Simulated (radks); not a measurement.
Question: The mean radii <r> (bohr) of the occupied orbitals of an atom or ion are listed with their occupations. All-electron calculation, scalar-relativistic Kohn-Sham, LDA (Slater exchange, VWN5 correlation), spin-polarised, spherical densities, finite nucleus; Fermi nuclear charge, rms radius of each element as measured or else 0.836 A^(1/3) + 0.57 fm. Program: a radial shooting solver on a logarithmic mesh with Libxc functionals.

| orbital | occ. | <r> |
|---|---|---|
| 1s up | 1 | 0.01745 |
| 1s down | 1 | 0.01745 |
| 2s up | 1 | 0.07367 |
| 2s down | 1 | 0.07367 |
| 2p up | 3 | 0.06626 |
| 2p down | 3 | 0.06626 |
| 3s up | 1 | 0.1906 |
| 3s down | 1 | 0.1906 |
| 3p up | 3 | 0.1914 |
| 3p down | 3 | 0.1914 |
| 3d up | 5 | 0.1733 |
| 3d down | 5 | 0.1733 |
| 4s up | 1 | 0.4237 |
| 4s down | 1 | 0.4236 |
| 4p up | 3 | 0.4508 |
| 4p down | 3 | 0.4508 |
| 4d up | 5 | 0.4787 |
| 4d down | 5 | 0.4786 |
| 5s up | 1 | 0.9783 |
| 5s down | 1 | 0.9754 |
| 4f up | 7 | 0.5360 |
| 4f down | 7 | 0.5344 |
| 5p up | 3 | 1.135 |
| 5p down | 3 | 1.131 |
| 5d up | 5 | 1.704 |
| 6s up | 1 | 2.837 |
| 5d down | 2 | 1.748 |
| 6s down | 1 | 2.948 |

Name the element and its charge. Open shells, if any, are filled with parallel spins first.

Answer: Z = 77, iridium, charge 0: Ir in [Xe] 4f14 5d7 6s2. The 1s radius gives Z: for a bare nucleus <r> = (2 gamma + 1)/(2Z) with gamma = sqrt(1 - (Z/c)^2), 0.01724 bohr for Z = 77, and screening makes it slightly larger (0.01745 here). The occupations add up to 77, and the charge is Z minus that.
